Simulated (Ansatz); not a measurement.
Energy needed to pull apart GaH2O2 (SMILES [O][GaH][OH]), doublet, into free ground-state atoms, from the structure below (displaced at random from a GFN2-xTB minimum); no zero-point or spin–orbit terms; open-shell atoms are treated unrestricted, in their ground-state multiplicity.

O1  (-1.806, -0.620, 0.728)
Ga2  (-0.518, -0.076, 0.016)
O3  (1.246, 0.072, 0.492)
H4  (-1.126, 0.341, -1.269)
H5  (2.180, 0.228, 0.110)
(Å)

Ansatz 0.2.0; basis: def2-TZVPP; cores frozen in the correlated methods; orbitals are unrestricted. Filled d shells of the heavier atoms are correlated. The def2 sets are not built for correlating such inner shells, so the correlated values are less sure here. B3LYP uses VWN-RPA correlation.

```csv
method,atomization energy (kJ/mol)
PBE-D4,1338
BLYP-D4,1306
r2SCAN-D4,?
PBE0-D4,1263
B3LYP-D4,?
wB97M-V,1280
HF,762
MP2,1287
CCSD,1221
CCSD(T),1251
```

**Question.** What does B3LYP-D4 give? (An estimate is asked for; the value comes from the calculation.)

**Answer.** Computed: 1273 kJ/mol, which is about 22 kJ/mol more than CCSD(T)/def2-TZVPP.

**Question.** What does r2SCAN-D4 give? (An estimate is asked for; the value comes from the calculation.)

**Answer.** By the calculation: 1319 kJ/mol, which is about 68 kJ/mol more than CCSD(T)/def2-TZVPP.

In triple zeta the MP2 and coupled-cluster atomization energies are still short of their basis limit by a few kcal/mol a bond, whereas those of the functionals are nearly converged, so these differences are not deviations from converged CCSD(T).

T1 diagnostic: at most 0.027. ⟨S²⟩ of the unrestricted Hartree–Fock references: 0.76 (a pure state has 0.75).

For scale, one of the runs: CCSD(T)/def2-TZVPP forces, 138 basis functions (an equivalent command: `ansatz run in.yaml --threads 4`). Time: 4.1 min of wall clock on 4 CPU threads; the host was shared. Peak host memory: 3.4 GiB.
